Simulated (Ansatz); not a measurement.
Total energies of HfH4 from Ansatz at r2SCAN-D4/def2-TZVPD, gas phase (1 Eh = 27.2114 eV = 2625.5 kJ/mol). The reference geometry is relaxed at B3LYP-D4/def2-TZVP.

```csv
state,geometry,energy (Eh)
charge 0 singlet,reference,-50.34038
charge -1 doublet,reference,-50.34951
free Hf atom (triplet),–,-47.87070
free H atom (doublet),–,-0.49993
```

In the def2 sets Hf takes a core potential; there is no spin–orbit coupling.

Problem. Work out the vertical electron affinity, to the doublet.

Solution. E(charge 0 singlet) − E(charge -1 doublet) = -50.34038 − (-50.34951) = 0.00913 Eh = 0.25 eV.

Problem. What is the binding energy per atom against free atoms?

Solution. Atoms: 1 × (-47.87070) + 4 × (-0.49993) = -49.87042 Eh. Binding: -49.87042 − (-50.34038) = 0.46996 Eh = 12.79 eV, or 2.56 eV for each of 5 atoms (no zero-point energy, no counterpoise term).

At r2SCAN-D4/def2-TZVPD the highest occupied level of the charge -1 doublet lies above zero (up to 2.30 eV). Energy differences disagree on whether the electron is bound (positive means bound): 0.25 eV (vertical, to the charge 0 singlet, at r2SCAN-D4/def2-TZVPD), but -0.08 eV at CCSD/def2-TZVPD.
